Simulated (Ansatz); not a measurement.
Saddle point of AlSiH4ClF2, singlet (AlSiH₄ClF₂ ([F][Al]([F])([SiH3])[ClH]) → AlSiH₂ClF₂ ([F][Al]([F])([SiH2])[Cl]) + H₂; bonds formed: Si2–H5, H5–H9; dative contacts that become bonds: Al1–Cl6; bonds broken: Si2–H9, H5–Cl6), PBE0-D4/def2-TZVP structure:

```
9
angstrom
Al -1.3792 -0.4176 -0.1413
Si 0.9878 0.0713 -0.7076
F -1.7266 -2.0274 -0.0674
F -2.4665 0.5990 -0.8496
H 0.5502 0.4894 1.2138
Cl -0.9144 0.3348 1.9568
H 1.4548 1.3061 -1.3937
H 2.0735 -0.9418 -0.8009
H 1.4203 0.5864 0.7900
```

Energies are electronic, without zero-point energy. Barriers and step energies count from the start structure reached by relaxing down the imaginary mode; all methods use the PBE0-D4 structures, on which another method's saddle can fall below an end. Program: Ansatz 0.2.0. Basis: def2-TZVPP, with def2-QZVPP for the basis limit. Cores are frozen in the correlated methods. B3LYP uses VWN-RPA correlation. Extrapolation: Hartree–Fock as exp(−7.88 √X), correlation as X^−2.97.

```
      method  barrier (eV)  step energy (eV)
       SPW92             ?             0.082
      PBE-D4         0.185             0.115
     BLYP-D4         0.276             0.101
   r2SCAN-D4         0.222             0.096
      B97M-V         0.377             0.199
     PBE0-D4         0.287             0.135
    B3LYP-D4         0.351             0.119
  r2SCAN0-D4         0.305             0.109
    BHLYP-D4         0.477             0.137
CAM-B3LYP-D4         0.416             0.149
     wB97X-V             ?             0.176
     wB97M-V         0.414             0.088
      B2PLYP             ?             0.132
    PBE-QIDH         0.381             0.141
  RPA on PBE         0.518             0.258
          HF         0.812             0.226
         MP2         0.417             0.127
        CCSD         0.556             0.203
     CCSD(T)         0.488             0.189
```

**Question.** Fill in the withheld barriers. (Judge from chemistry; the value comes from the calculation.)

**Answer.** The calculation gives: wB97X-V 0.455; SPW92 0.013; B2PLYP 0.411 eV. Each is the energy of the saddle less that of the start structure, by the same method.

For comparison, the barrier by CCSD(T) at an estimated basis limit (MP2 extrapolated from triple and quadruple zeta, plus CCSD(T) − MP2 in triple zeta) is 0.425 eV.

No T1 diagnostic of these runs exceeds 0.013. The start structure is not quite a true minimum (one mode of 42i cm⁻¹).

Labels in which every atom is bracketed show which atoms are joined, not bond orders.

For scale, one of the runs: CCSD(T)/def2-TZVPP, 244 basis functions, launched by `ansatz run in.yaml --threads 4 --pin off --events-out ev --progress --plain --max-ram 9574MiB`. The run took 2.5 min on 4 CPU threads of an AMD EPYC 7R43 (shared host), with 4.6 GiB of host memory at its peak.
